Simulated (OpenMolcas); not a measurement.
**Computed transition rates of Te2+**

| Property | Result |
| --- | --- |
| Program | OpenMolcas |
| Method | MS-RASPT2, IPEA 0.25 Eh, imaginary shift 0.1 Eh (closed shells correlated: 4d) |
| Basis | ANO-RCC-VQZP [8s7p5d3f2g] |
| Scalar Hamiltonian | DKH2, point nucleus |
| Active space | 4 electrons in 9 orbitals (RAS2 5s 5p; RAS3 5d, at most 2 electrons) |
| State averaging | 2S+1 = 3 even, 6 roots; 2S+1 = 1 even, 12 roots; 2S+1 = 5 odd, 1 root; 2S+1 = 3 odd, 8 roots; 2S+1 = 1 odd, 8 roots |
| Spin-orbit coupling | state interaction with AMFI integrals over the reference wave functions, term energies averaged over their components |

Rates come from the transition moments of the reference wave functions (E1 and E2 in the length form). At fixed line strength A goes as λ^-3 for E1 and M1 and as λ^-5 for E2, so a rate at the computed wavelength can be rescaled to the measured one. Measured vacuum wavelengths follow from level energies in the list in Zhang, Palmeri, Quinet and Biemont, Astron. Astrophys. 551, A136 (2013). Branching counts decays inside the model space alone, at computed energies, and the table is only a selection of the E2 and M1 lines, drawn from those between levels with measured partners whose computed energy lies within a factor of 1.5 of the measured one.

```tsv
Upper	Lower	Type	λ computed (nm)	λ measured (nm)	A computed (s-1)	A rescaled (s-1)	Branching %
5s2 5p2 3P2	5s2 5p2 3P1	M1	3124	2933	3.68e-01	4.45e-01	98.0
5s2 5p2 3P1	5s2 5p2 3P0	M1	2512	2102	1.08e+00	1.84e+00	100.0
5s2 5p2 3P2	5s2 5p2 3P0	E2	1392	1224	7.35e-03	1.40e-02	2.0
5s2 5p2 1D2	5s2 5p2 3P2	M1	1135	1088	3.97e+00		49.0
5s2 5p2 1D2	5s2 5p2 3P2	E2	1135	1088	4.07e-02		0.5
5s2 5p2 1D2	5s2 5p2 3P1	M1	832.7	793.5	4.06e+00		50.1
5s2 5p2 1S0	5s2 5p2 1D2	E2	747	767	2.57e+00	2.25e+00	4.7
5s2 5p2 1S0	5s2 5p2 3P2	E2	450.6	449.8	3.32e+00		6.1
5s2 5p2 1S0	5s2 5p2 3P1	M1	393.8	390	4.87e+01		89.2
```

Spin-changing lines and M1 lines between different terms are not rescaled, since their strength hangs on the term gaps too.

The largest correction is for 5s2 5p2 3P2 → 5s2 5p2 3P0 (E2): 7.35e-03 × (1392 / 1224)^5 = 1.40e-02 s-1, a factor of 1.90.

No measured rate stands beside these. Rescaling mends the energy factor alone: line strengths can still be far off where a level mixes with configurations outside the active space, and weak or spin-changing lines hang on small mixing coefficients that depend on the term gaps too, so rescaling need not improve them.

CASPT2 breaks the degeneracy within a term, and the mean is taken; among the terms shown or strongly mixed into the levels shown the widest spread is 21 cm-1 (5s2 5p2 1D). The run also gave levels led by 5s 5p2 5d, 5s2 5p 5d, which use shells meant for correlation; these and all levels above them are left out. Some terms miss by over 15 % even with CASPT2, which points to a basis or an active space too small for the shells correlated. Measured partners are found by configuration, term and J. A level has none where our copy of the source lacks it or the pairing is in doubt (some pairs that miss far off the trend of their configuration count as doubtful). Levels of configurations outside the active space are missing.
